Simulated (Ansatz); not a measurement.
A further run on [AuF4]- (AuF4⁻).

```yaml
crystal:
  periodic: [false, false, false]
  atoms:
    - {symbol: Au, position_ang: [-0.000002, -0.000003, -0.000030]}
    - {symbol: F, position_ang: [1.933276, -0.027055, 0.004808]}
    - {symbol: F, position_ang: [0.027037, 1.933264, 0.008255]}
    - {symbol: F, position_ang: [-1.933280, 0.027054, -0.004792]}
    - {symbol: F, position_ang: [-0.027031, -1.933269, -0.008242]}
basis:
  gaussian: {orbitals: x2c-TZVPPall}
total_charge: -1
hamiltonian: {xc: {name: B3LYP}}
scf: {omitted_lower_state_checks: [starts]}
```

```sh
$ ansatz run in.yaml --threads 2 --pin off --events-out ev --progress --plain --max-ram 4352MiB
```

It prints (some lines left out):

```
Functional definition: B3LYP
1595 factors; their error is unknown
mean field evaluation 1: about -528382.8430 eV, gradient 8.0e1 eV
mean field evaluation 2: about -528352.1516 eV, gradient 1.8e2 eV
mean field evaluation 4: about -528391.2822 eV, gradient 7.1e0 eV
mean field evaluation 8: about -528391.9284 eV, gradient 4.7e-2 eV
mean field evaluation 16: about -528391.9284 eV, gradient 4.8e-5 eV
mean field -528391.92840066 eV, -19418.0452118115 hartree, gradient 4.8e-5 eV, S^2 0.000000; 0 other end points of the search recorded, 0 dependent functions left out
reference -528391.92865518 eV, -19418.0452211651 hartree; 58, 58 occupied and 163, 163 virtual orbitals, 1595 factors
Total energy: -528391.92865518 eV, -19418.0452211651 hartree
Relativity: scalar
Checks for a lower state left out: starts
```

Hardware: 2 threads of Arm Neoverse V1 on a shared host. Wall time 8.5 s, peak host memory 0.72 GiB.

DK, ANO-RCC and x2c sets are all-electron and run with scalar relativity unless a key says otherwise. B3LYP takes the VWN-RPA correlation. The highest occupied level of an anion often lies above zero with these methods, and sets without diffuse functions describe the outer electron poorly.
